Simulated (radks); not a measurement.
Q: Species: N3-. Configuration: [Ne]. Method: scalar-relativistic Kohn-Sham, LDA (Slater exchange, VWN5 correlation), spin-unpolarised, spherical densities, point nucleus; Watson sphere of charge +4.48 and radius 1.67 bohr; computed with a radial shooting solver on a logarithmic mesh with Libxc functionals. Some entries of the table are withheld. Estimate them.

orbital  occ.  eigenvalue (eV)  <r> (bohr)  <r^2> (bohr^2)
1s          2        -389.6024         (1)             (2)
2s          2              (3)         (4)             (5)
2p          6         -26.6760         (6)           2.628

A: 
(1) 1s <r> (bohr): 0.2318
(2) 1s <r^2> (bohr^2): 0.07278
(3) 2s eigenvalue (eV): -38.5243
(4) 2s <r> (bohr): 1.369
(5) 2s <r^2> (bohr^2): 2.213
(6) 2p <r> (bohr): 1.465
